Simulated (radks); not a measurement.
The iron ion Fe+ inside a hard spherical wall (all orbitals vanish at R), configuration held at [Ar] 3d6 4s1 and not refilled when levels cross. Method: non-relativistic Kohn-Sham, PBE, spin-unpolarised, spherical densities, point nucleus; computed with a radial shooting solver on a logarithmic mesh with Libxc functionals. Eigenvalues in eV, with the zero of energy where the potential of the charges vanishes at infinity; a dash marks a level that is unbound or too diffuse for the functional's potential to be trusted. A positive occupied level is held by the wall or, in an anion where self-interaction has pushed it up, behind a barrier. The pressure on the wall is -dE/dV.

R (bohr)	E (hartree)	kinetic (hartree)	e(3s)	e(3p)	e(3d)	e(4s)	e(4p, empty)	e(5s, empty)	pressure (GPa)
free	-1262.97939	1261.998	-100.42	-68.116	-16.174	-12.158	-7.324	-	0
20	-1262.97939	1261.998	-100.42	-68.116	-16.174	-12.158	-7.324	-	< 0.0001
12	-1262.97939	1261.998	-100.42	-68.116	-16.174	-12.158	-7.323	-3.168	< 0.0001
10	-1262.97937	1261.998	-100.42	-68.114	-16.173	-12.157	-7.314	-2.742	0.000606
7	-1262.97754	1262.015	-100.33	-68.026	-16.088	-12.055	-7.012	0.685	0.133
6	-1262.97124	1262.060	-100.12	-67.823	-15.894	-11.784	-6.433	4.537	0.772
5	-1262.94490	1262.208	-99.534	-67.240	-15.337	-10.862	-4.839	12.689	4.64
3.5	-1262.66308	1263.397	-95.949	-63.722	-11.859	-3.535	5.243	50.954	94.5
3	-1262.26797	1264.872	-92.572	-60.418	-8.375	5.038	15.798	84.671	313
2	-1257.99222	1279.979	-71.969	-39.429	15.729	74.803	92.180	287.25	6740
